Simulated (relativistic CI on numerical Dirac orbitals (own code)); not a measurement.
**Nb²⁺: M2,3 absorption edge**

Computed with this model: Dirac-Coulomb-Breit CI, orbitals from a KLI potential per configuration, model QED, multiplet model of core-to-valence dipole absorption, unscaled Slater integrals; configurations [Kr] 4d3 → [Ne] 3s2 3p5 3d10 4s2 4p6 4d4; 10 K; Lorentzian 1.2 eV and Gaussian 0.4 eV FWHM. Energies are those of the free ion, without screening or charge transfer. The branching ratio is the share of the lower-energy edge in the whole absorption, uncertain by about 0.02 where the edges overlap. S is read from ⟨S²⟩ = S(S + 1).

Field parameters in Wybourne normalisation: Oh B⁴₀ = 21Dq, B⁴₄ = √(5/14) B⁴₀. The field is a parameter set, without covalency.

Peaks in eV (height, largest 100): 366.5 (100), 368.0 (48), 382.0 (43), 384.0 (16).

Q: Which surroundings give this spectrum?
A. Oh, 10Dq = 16550 cm⁻¹
B. Oh, 10Dq = 10650 cm⁻¹
C. Oh, 10Dq = 22500 cm⁻¹
D. Oh, 10Dq = 28400 cm⁻¹

A: C. Oh, 10Dq = 22500 cm⁻¹, where the ground state has S = 1.50.
